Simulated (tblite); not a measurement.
Species: C5H6F3NO.
Structure used (GFN2-xTB), in Å, numbered top down from 1:
```
atom  x, y, z in Å
C1    -3.3117   -0.4345    0.0624
C2    -1.9218   -0.0490   -0.2738
N3    -0.9490   -0.4094    0.4509
C4     0.3339   -0.0364    0.1151
C5     1.3286   -0.4331    0.9031
O6     2.6876   -0.1739    0.7540
C7     3.1035    0.5466   -0.2711
F8     4.4246    0.6634   -0.2098
F9     2.8175    0.0137   -1.4719
F10    2.6058    1.7952   -0.3055
H11   -3.3258   -1.0318    0.9690
H12   -3.7463   -1.0019   -0.7601
H13   -3.9191    0.4596    0.2001
H14   -1.7891    0.5618   -1.1794
H15    0.4864    0.5679   -0.7802
H16    1.1673   -1.0292    1.7858
```

Computed values, GFN2-xTB/tblite, gas phase, harmonic and unscaled. The method is semi-empirical: single wavenumbers can be off by several per cent or more. One conformer, not necessarily the lowest.

Harmonic wavenumbers (cm⁻¹): 54.2, 73.8, 84.2, 117.1, 165.2, 171.8, 199.1, 296.0, 357.4, 376.3, 418.7, 459.0, 532.5, 549.3, 561.8, 698.9, 731.8, 829.1, 853.7, 964.5, 971.6, 1022.5, 1025.2, 1073.5, 1106.6, 1143.1, 1188.9, 1204.9, 1236.9, 1291.0, 1329.3, 1385.2, 1451.4, 1451.8, 1669.8, 1713.2, 2830.7, 2948.2, 3002.3, 3016.0, 3068.2, 3122.2.

A = 4076, B = 531.8, C = 513.5 MHz; mass 153.040 u (most abundant isotopes); point group Cs, symmetry number 1.

Problem. Zero-point energy?

Solution. ½Σν̃ = 23373 cm⁻¹ = 279.61 kJ/mol.

Problem. Entropy at 400 K, 1 bar (ideal gas, RRHO, classical rotation)?

Solution. Translation 177.71, rotation 129.38, vibration 174.12: S = 481.2 J/(mol K).

Problem. And Cp and H(400 K) − H(0)?

Solution. Cp = 197.42 J/(mol K), of which vibrations give 164.17 (their classical limit is 42 R = 349.2); H(400 K) − H(0) = 48.65 kJ/mol without the zero-point energy, 35.35 from vibrations.

Problem. Which modes carry the vibrational entropy at 400 K?

Solution. 54.2 cm⁻¹: 21.92; 73.8 cm⁻¹: 19.37; 84.2 cm⁻¹: 18.28; 117.1 cm⁻¹: 15.56; 165.2 cm⁻¹: 12.76; 171.8 cm⁻¹: 12.45 J/(mol K); the other 36 give 73.78 together.

Problem. How do the functions run with temperature in this model?

Solution. 
| T (K) | S (J/(mol K)) | Cp (J/(mol K)) | H − H(0) (kJ/mol) | G − H(0) (kJ/mol) | ln q(vib) |
| --- | --- | --- | --- | --- | --- |
| 50 | 251.8 | 58.7 | 2.14 | -10.45 | 0.51 |
| 100 | 300.7 | 84.0 | 5.75 | -24.33 | 1.87 |
| 298.15 | 428.5 | 162.0 | 30.30 | -97.46 | 7.56 |
| 373.15 | 467.8 | 188.6 | 43.47 | -131.09 | 9.60 |
| 500 | 528.5 | 226.3 | 69.89 | -194.35 | 12.92 |
| 750 | 630.6 | 276.2 | 133.26 | -339.67 | 19.02 |
| 1000 | 714.5 | 306.7 | 206.41 | -508.13 | 24.51 |

q(vib) and H(0) count from the zero-point level.

Problem. What must be added to the electronic energy to get the Gibbs energy at 400 K and 1 bar?

Solution. ZPE + [H(400 K) − H(0)] − T·S = 279.61 + 48.65 − 192.48 = 135.78 kJ/mol.

Hindered rotation and anharmonicity are outside this model. Other conformers, if any are populated, would add a mixing term that is left out.

Hardware: an x86-64 server with one thread, no GPU (shared host). This covers the Hessian and the dipole derivatives.
